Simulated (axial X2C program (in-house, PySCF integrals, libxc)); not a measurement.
# GaN⁻: from Re and ωe to a spectrum

A bond curve at the BP86 level, 2c, was computed with an axial X2C code built on PySCF integrals (basis Ga dyall-acv3z [10s10p8d5f1g], N dyall-av3z [7s7p3d2f] (cores contracted in-house)) for the state Ω = 1/2 (⟨Sz⟩ = 0.50, ⟨Lz⟩ = 0.00 at BP86). Its fit gives Re = 1.7491 Å, ωe = 751.3 cm⁻¹, ωexe = 4.84 cm⁻¹ and αe = 4.040e-03 cm⁻¹; the masses are 68.9256 and 14.0031 u. Two-component means X2C with spin–orbit coupling and atomic mean-field Coulomb and Gaunt terms.

**Question.** Find the reduced mass, Be and the force constant.

**Answer.** From the BP86 values: μ = 11.6386 u. Be = 16.8576/(μ Re²) = 0.4734 cm⁻¹. k = 5.8918×10⁻⁷ μ ωe² = 3.87 mdyn/Å.

**Question.** Estimate the centrifugal constant by the Kratzer relation.

**Answer.** D = 4Be³/ωe² = 7.52e-07 cm⁻¹.

**Question.** A Morse curve ties αe to the other constants (Pekeris). How well does that hold?

**Answer.** αe(Morse) = 6Be²/ωe × (√(ωexe/Be) − 1) = 3.933e-03 cm⁻¹; the BP86 curve gives 4.040e-03 cm⁻¹, a ratio of 0.97.

**Question.** Where do the fundamental and the first overtone lie?

**Answer.** ν(1←0) = ωe − 2ωexe = 741.6 cm⁻¹; ν(2←0) = 2ωe − 6ωexe = 1473.6 cm⁻¹.

One determinant describes the state; a PBE0 search over occupations chose it and may have missed a lower one. Density functionals use the spin component along the axis (collinear). Other states lie close and PBE0, whose exact exchange favours high spin, may order them wrongly; the determinant shown need not be the ground state. The nearest other 2c determinant of the search, Ω = 3/2, lies 0.05 eV up at the distance of the search. The highest occupied level of some functionals is positive through self-interaction error; at Hartree–Fock it is bound.
